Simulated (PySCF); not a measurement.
C3H3BFNO, SMILES N#C[C@@H]1COB1F. Geometry: B3LYP-D3(BJ)/def2-SVP. The structure was generated by enumeration; whether it is a known compound was not checked.

**Question.** Give the equilibrium geometry at B3LYP-D3(BJ)/def2-SVP (PySCF confirms it by a frequency run) as a Z-matrix. (An estimate is asked for; the answer gives what the named calculation found.)

**Answer.** 
```
C
H 1 1.1014
C 1 1.4487 2 110.62
N 3 1.1594 2 151.88 1 -179.90
C 1 1.5566 2 113.31 3 134.64
H 5 1.0988 1 114.74 2 -135.95
H 5 1.0991 6 110.76 1 -132.12
O 5 1.4616 6 110.64 7 -122.97
B 8 1.3547 5 90.78 6 -116.03
F 9 1.3106 8 127.23 5 178.81
```
